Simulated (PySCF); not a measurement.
A GIAO shielding run with PySCF (density fitting, non-relativistic, gas phase) on `Cc1nnc([Si](C)(C)C)s1`, C$_{6}$H$_{12}$N$_{2}$SSi:

```
{"job": {"kind": "nmr", "xc": "PBE0", "basis": "pcSseg-1"}, "charge": 0, "multiplicity": 1}
C      4.168296    -0.017014    -0.833548
C      2.812717    -0.056914    -0.244622
N      2.557773    -0.252065     0.998412
N      1.266268    -0.247372     1.297229
C      0.479745    -0.049727     0.302603
Si    -1.410819     0.014238     0.390216
C     -1.938575     1.730855    -0.250749
C     -2.065729    -1.355484    -0.763592
C     -1.923621    -0.264655     2.195918
S      1.359411     0.163306    -1.206204
H      4.346852     0.947399    -1.307378
H      4.273991    -0.791348    -1.592363
H      4.902028    -0.176487    -0.048082
H     -3.018043     1.842010    -0.223675
H     -1.511121     2.526786     0.352401
H     -1.617750     1.887037    -1.276963
H     -1.746171    -1.196105    -1.789733
H     -3.150852    -1.384024    -0.758174
H     -1.710206    -2.334963    -0.456591
H     -1.573942    -1.225547     2.558684
H     -1.506910     0.499184     2.844019
H     -3.003754    -0.239726     2.301046
```

Hardware: 1 thread of an Arm Neoverse V1, shared host. The job also computes population analyses, field gradients, ring-centre shieldings.

(1) How large is the calculation?

(2) How long does it take?

## Answers

(1) 92 electrons, 244 basis functions and 1300 auxiliary functions.

(2) 84 s of wall time, with 15 SCF cycles and 5 response iterations. Times on a shared host scatter by some tens of per cent.
